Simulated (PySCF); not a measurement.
## ORD: `C[NH2+][C@@H]1C[C@@H]1[SiH3]`, [C₄H₁₂NSi]+, charge +1

Geometry:
| atom | x (Å) | y (Å) | z (Å) |
| --- | --- | --- | --- |
| C1 | -1.934 | -0.895 | -0.013 |
| N2 | -1.234 | 0.251 | -0.628 |
| C3 | -0.236 | 0.867 | 0.269 |
| C4 | 0.861 | 1.673 | -0.345 |
| C5 | 1.166 | 0.332 | 0.268 |
| Si6 | 1.770 | -1.128 | -0.808 |
| H7 | -2.631 | -1.338 | -0.721 |
| H8 | -2.483 | -0.566 | 0.867 |
| H9 | -1.202 | -1.642 | 0.285 |
| H10 | -0.723 | -0.076 | -1.463 |
| H11 | -1.921 | 0.957 | -0.922 |
| H12 | -0.687 | 1.201 | 1.194 |
| H13 | 1.176 | 2.574 | 0.157 |
| H14 | 0.888 | 1.758 | -1.422 |
| H15 | 1.646 | 0.375 | 1.238 |
| H16 | 3.183 | -0.950 | -1.077 |
| H17 | 0.961 | -1.035 | -2.049 |
| H18 | 1.394 | -2.353 | -0.107 |

Total charge +1.

Theory: TDDFT LC-wPBE/def2-SVPD circular dichroism and optical rotation, one conformer, gas phase (PySCF 2.14.0). Geometry: GFN2-xTB.

The molecule is flexible and this is one conformer; a measurement averages over conformers.

Stereocentres: C3 R, C5 S.

Q: What is the specific rotation at 633, 589.3, 546, 436, 405, 365, 355 nm?

A: [α] in deg dm⁻¹ (g/mL)⁻¹:
| λ (nm) | origin-invariant length gauge | modified velocity gauge | length gauge (centre of mass) | isotropic polarisability (au) |
| --- | --- | --- | --- | --- |
| 633 | +90.8 | +95.7 | +90.7 | 74.7 |
| 589.3 | +105.8 | +111.5 | +105.7 | 74.9 |
| 546 | +124.7 | +131.4 | +124.5 | 75.2 |
| 436 | +205.2 | +216.3 | +204.9 | 76.3 |
| 405 | +243.0 | +256.2 | +242.6 | 76.8 |
| 365 | +310.3 | +327.3 | +309.8 | 77.7 |
| 355 | +331.8 | +350.0 | +331.2 | 78.0 |

Q: And for the mirror image at 589.3 nm?

A: -105.8 deg dm⁻¹ (g/mL)⁻¹ (origin-invariant length gauge): the same size and the opposite sign.

Q: What is the molar rotation [Φ] = [α]·M/100 of the geometry above at 589.3 nm?

A: With M = 102.23 g/mol, +108.2 deg cm² dmol⁻¹ (origin-invariant length gauge).

The first excitation lies at 8.87 eV (140 nm) with R = -10.3 × 10⁻⁴⁰ esu² cm² (velocity form).
